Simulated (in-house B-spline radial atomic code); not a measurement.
Binding energies in Dy

NIST's tabulated ground configuration is [Xe] 4f10 6s2; each binding energy is the energy of the ion with one electron taken from that subshell, relaxed, less that of the parent. Method: Dirac-Hartree-Fock, average of configuration, Fermi nucleus of rms radius 5.2218 fm. Calculated with a B-spline radial code for spherical atoms. Energies include first-order Breit, QED and recoil terms.

```csv
subshell,X-ray name,binding energy (eV),-ε (eV),relaxation (eV)
1s,K,53787.7,54109.0,82.5
2s,L1,9054.8,9131.8,49.1
2p1/2,L2,8583.1,8663.5,53.1
2p3/2,L3,7792.1,7861.2,50.9
3s,M1,2051.8,2085.1,27.9
3p1/2,M2,1847.3,1881.0,28.7
3p3/2,M3,1680.5,1711.2,27.6
3d3/2,M4,1333.5,1365.1,29.8
3d5/2,M5,1298,1328.5,29.4
4s,N1,423.8,437.4,12.5
4p1/2,N2,342.1,355.2,12.2
4p3/2,N3,305.1,316.9,11.3
4d3/2,N4,170,180.7,10.6
4d5/2,N5,163.3,173.7,10.3
5s,O1,57.09,59.92,2.68
5p1/2,O2,32.68,35.18,2.41
5p3/2,O3,28.03,30.21,2.14
4f,"N6,7",5.72,12.98,7.39
6s,P1,4.91,5.11,0.19
```

Relaxation = -ε minus the binding energy without Breit, QED and recoil terms.

Emission lines follow as differences of binding energies, with λ = 12398.42 eV·Å / E:

```
 line          holes  energy (eV)  wavelength (Å)
 K-L3     1s → 2p3/2      45995.6         0.26956
 K-L2     1s → 2p1/2      45204.6         0.27427
 K-M3     1s → 3p3/2      52107.2         0.23794
L3-M5  2p3/2 → 3d5/2       6494.1          1.9092
L2-M4  2p1/2 → 3d3/2       7249.6          1.7102
L1-M3     2s → 3p3/2       7374.3          1.6813
L3-M1     2p3/2 → 3s       5740.3          2.1599
L2-N4  2p1/2 → 4d3/2       8413.1          1.4737
```

Q: What screening constant σ does Moseley's law, E = (3/4)·13.6057 eV·(Z - σ)², need for K-L3?

A: σ = -1.14.

Moseley's non-relativistic formula needs a falling, then negative, screening constant for heavy elements, because relativity binds the 1s electron more strongly than the formula allows.

Q: What does it cost to remove both a 4p3/2 and a 5p1/2 electron?

A: 351.21 eV, which is 13.45 eV more than the two single binding energies together.

Q: What does it cost to remove both a 2p1/2 and a 4p3/2 electron?

A: 8915.4 eV, which is 27.24 eV more than the two single binding energies together.

Q: What does it cost to remove both a 3s and a 5p3/2 electron?

A: 2092.7 eV, which is 12.82 eV more than the two single binding energies together.
